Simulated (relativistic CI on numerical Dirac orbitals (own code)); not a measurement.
# Ta14+: sensitivity of the levels to the model

Base calculation: Dirac-Coulomb-Breit CI, KLI orbitals optimised for each configuration, a model potential for QED, unscaled Slater integrals.

CI space (outside the closed core [Ar] 3d10 4p6): 4s2 4d10 4f11 5s2, 4s2 4d10 4f12 5s, 4s2 4d10 4f11 5s 5p, 4s2 4d10 4f10 5s2 5p, 4s2 4d10 4f12 5d, 4s2 4d10 4f12 6s, 4s2 4d9 4f12 5s2, 4s2 4d10 4f10 5s2 6s, 4s2 4d10 4f11 5p 6s, 4s 4d10 4f12 5s2, 4s2 4d10 4f13, 4s2 4d9 4f14, 4s 4d10 4f14, 4s2 4d10 4f12 5p, 4s2 4d9 4f13 5p, 4s 4d10 4f13 5p, 4s2 4d10 4f12 5f, 4s2 4d9 4f13 5f, 4s 4d10 4f13 5f. Double excitations out of closed p, d and f shells are left out; levels of such configurations are missing from the list, as are those of other unlisted configurations, and high levels can miss mixing partners.

Variants: (1) valence Slater integrals scaled by 0.9; (2) configuration mixing switched off; (3) non-relativistic limit. Shifts of the energy above 4s2 4d10 4f11 5s2 4I°_15/2, in cm⁻¹, for the lowest level and the first level of each name with at least 55 % of one term (blank where a level changes its place among those of its configuration and J or its character, or is not in the variant):

| Level | Base | Δ(1) | Δ(2) | Δ(3) |
| --- | --- | --- | --- | --- |
| 4s2 4d10 4f11 5s2 4I°_15/2 | 0.0 | 0.0 | 0.0 | 0.0 |
| 4s2 4d10 4f11 5s2 4I°_13/2 | 13539.8 | +85.4 | -3.2 | -13539.7 |
| 4s2 4d10 4f11 5s2 4I°_11/2 | 19822.8 | -756.5 | +0.2 | -19822.8 |
| 4s2 4d10 4f11 5s2 4F°_7/2 | 39923.4 | -2545.9 | +20.2 | -13917.9 |
| 4s2 4d10 4f11 5s2 4F°_5/2 | 42961.7 | -3011.4 | +22.0 | -16956.2 |
| 4s2 4d10 4f11 5s2 2K°_15/2 | 48584.7 | -3692.6 | +13.5 | -9410.4 |
| 4s2 4d10 4f11 5s2 4G°_11/2 | 50306.8 | -3361.4 | +28.3 | -9439.4 |
| 4s2 4d10 4f11 5s2 2G°_7/2 | 52185.8 | -3732.4 | +41.4 | -17551.9 |
| 4s2 4d10 4f11 5s2 4G°_9/2 | 53467.3 | -3366.5 | +18.4 |  |
| 4s2 4d10 4f11 5s2 2K°_13/2 | 59163.5 | -3970.6 | +4.1 | -19989.1 |
| 4s2 4d10 4f11 5s2 2P°_1/2 | 61928.6 | -4672.4 | +11.9 | -14046.0 |
| 4s2 4d10 4f11 5s2 4G°_5/2 | 65021.2 | -4400.7 | +45.7 | -24153.8 |
| 4s2 4d10 4f11 5s2 4G°_7/2 | 65548.9 | -3767.8 | +26.8 | -24681.4 |
| 4s2 4d10 4f11 5s2 2D°_5/2 | 65990.9 | -4852.8 | +28.9 | -18255.2 |
| 4s2 4d10 4f11 5s2 2I°_11/2 | 74031.5 | -6223.1 | +22.7 | -10728.3 |
| 4s2 4d10 4f11 5s2 2L°_17/2 | 74278.7 | -6173.9 | +15.2 | -9709.2 |
| 4s2 4d10 4f11 5s2 4D°_7/2 | 75839.9 | -6467.2 | +70.5 | -8966.8 |
| 4s2 4d10 4f11 5s2 2I°_13/2 | 79253.7 | -5736.5 | +16.0 | -15950.5 |
| 4s2 4d10 4f11 5s2 4D°_3/2 | 82195.3 | -6006.6 | +47.4 | -15322.2 |
| 4s2 4d10 4f11 5s2 2L°_15/2 | 87175.1 | -6019.9 | +14.5 | -22605.6 |
| 4s2 4d10 4f11 5s2 4D°_1/2 | 91926.9 | -6281.1 | +47.5 | -25053.8 |
| 4s2 4d10 4f11 5s2 2F°_7/2 | 101109.7 | -7948.2 | +331.6 | -13183.4 |

At this charge transitions that keep the count of f electrons are usually good to a few per cent. Terms inside the open d or f shell come out 10 to 20 % too wide with unscaled integrals. Levels and lines within the n = 5 or 6 shells can be off by up to 10 % or somewhat more, and those that change n by about 2 %, since core polarisation is missing. Levels that differ in their count of f electrons can be misplaced by several ten thousand cm⁻¹, since the correlation energy of f electrons is missing or only estimated; rates across such gaps can be off by orders of magnitude.

Ionisation energy from one configuration of each of the two ions, the ground ones as tabulated or assumed: base 326.09 eV; valence Slater integrals scaled by 0.9 326.191 eV. The NIST ASD value (theoretical) is 338 ± 17 eV.

LS names give the leading component of a level, which can be under half, so a name can repeat, a term be missing and a line seem to break the LS rules.
